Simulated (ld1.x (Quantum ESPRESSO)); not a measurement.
Before and after: TM potential for lanthanum (La)

- Element: La (Z = 57)
- Generator: ld1.x (Quantum ESPRESSO) 7.5
- Type: norm-conserving Troullier–Martins (Kleinman–Bylander form)
- Functional: LDA (PZ)
- Relativity: scalar-relativistic
- Frozen core: [Xe]
- Valence charge: 3
- Reference configuration: 4f0 5d1 6s2 6p0
- Partial waves: 6p (bound, empty): rc 3.10 bohr; 5d (bound): rc 2.70 bohr; 4f (bound, empty): rc 1.75 bohr; 6s (bound): rc 2.95 bohr
- Local potential: the s channel
- Core correction: Bessel-smoothed model core inside 0.85 bohr

Change: all radii but the core radius scaled by about 1.15 (s 3.38, p 3.56, d 3.10, f 2.00 bohr).

Cutoffs: the cutoffs (Ry, on a coarse ladder) from which the occupation-weighted sum of valence levels, in a spherical-Bessel basis at the reference potential, stays within 10 and 1 mRy of its value at 400 Ry; they do not see the model core or the augmentation charge, which bear on the density cutoff. Errors are all-electron minus pseudo energies relative to the spin-unpolarised reference configuration.

What does the change do?

The potential gets softer (10 Ry and 18 Ry → 10 Ry and 15 Ry); the bound ghost in p disappears; the number of tests that count goes from 8 to 9; of the 8 tests that both files solve, the error grows in 3 and shrinks in 2 by more than 15 % and 0.3 meV (median size 2.9 → 3.5 meV). A larger radius leaves more room for a smooth pseudo-wave, so fewer plane waves are needed.

| quantity | base | changed |
| --- | --- | --- |
| cutoff, loose | 10 Ry | 10 Ry |
| cutoff, tight | 18 Ry | 15 Ry |
| bound ghosts | p | none |
| tests counted (converged, no solver errors) | 8 of 9 | 9 of 9 |
| error for 4f0 5d1 6s1 6p0, meV [ΔE 6.16 eV] | -1.6 | -4.5 |
| error for 4f0 5d1 6s0 6p0, meV [ΔE 17.32 eV] | -57 | -53 |
| error for 4f0 5d1 6s1.5 6p0, meV [ΔE 2.48 eV] | 0.0 | -0.7 |
| error for 4f0 5d1.5 6s1.5 6p0, meV [ΔE 0.36 eV] | -10 | -15 |
| error for 4f0 5d1 6s0 6p2, meV [ΔE 5.05 eV] | -13 | -10 |
| error for 4f0 5d1 6s1 6p1, meV [ΔE 2.46 eV] | -2.5 | -2.5 |
| error for 4f0 5d1 6s2 6p0 (spin-polarised), meV [ΔE -0.10 eV] | -0.4 | -0.4 |
| error for 4f0 5d1 6s1 6p0 (spin-polarised), meV [ΔE 5.74 eV] | -3.3 | 0.0 |

Base: The cutoffs count occupied waves only; the empty 4f level needs 110 Ry at the loose tolerance. Tests not counted: 4f1 5d0 6s1 6p0 (solver errors, printed error -956 meV). Changed file: The cutoffs count occupied waves only; the empty 4f level needs 90 Ry at the loose tolerance. These tests converged, but a pseudo level misses the all-electron one widely, so the file describes the atom poorly there or has found another state: 4f1 5d0 6s1 6p0: 4f by 1.8 eV. A true bound ghost makes a file unfit for plane-wave use even where its test errors are small: the radial tests pick states by their node count and pass the ghost by.
